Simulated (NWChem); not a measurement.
**The standard entropy of InH3 (SMILES [InH3]) from a frequency calculation**

A singlet with charge 0, relaxed at B3LYP-D3(BJ)/6-31G*/LANL2DZ (core potential, spherical functions) (NWChem 7.3.0):

```xyz
4

In    0.0000    0.0000    0.0000
H     0.5310   -1.6533    0.0000
H    -1.6973    0.3667    0.0000
H     1.1662    1.2865    0.0000
```

Harmonic wavenumbers in cm⁻¹: 617, 643, 643, 1719, 1719, 1737.

Masses in u: In 114.818, H 1.008. Take T = 298.15 K, p = 1 bar, R = 8.3145 J/(mol K), kT/hc = 207.22 cm⁻¹, rigid rotor and harmonic oscillator.

Question: Compute the standard molar entropy.

Answer: 
1. Translation (Sackur–Tetrode): S = R[3/2 ln M + 5/2 ln T − 1.1517] with M = 117.842 gives 168.3 J/(mol K).
2. Rotation: principal moments 4.559, 4.559, 9.118 u Å² give A, B, C = 3.6977, 3.6975, 1.8488 cm⁻¹; the symmetry number is σ = 6; q = (√π/σ)√((kT/hc)³/ABC) = 175; S = R(ln q + 3/2) = 55.4.
3. Vibration: with u = ν̃/207.22, each mode gives R[u/(eᵘ − 1) − ln(1 − e⁻ᵘ)]; the sum is 5.0, most from 617 cm⁻¹ (1.8), 643 cm⁻¹ (1.6), 643 cm⁻¹ (1.6).
4. Electronic: R ln 1 = 0.0, from the spin multiplicity alone.
5. Sum: 168.3 + 55.4 + 5.0 + 0.0 = 228.7 J/(mol K).

No measured value is set beside it here.
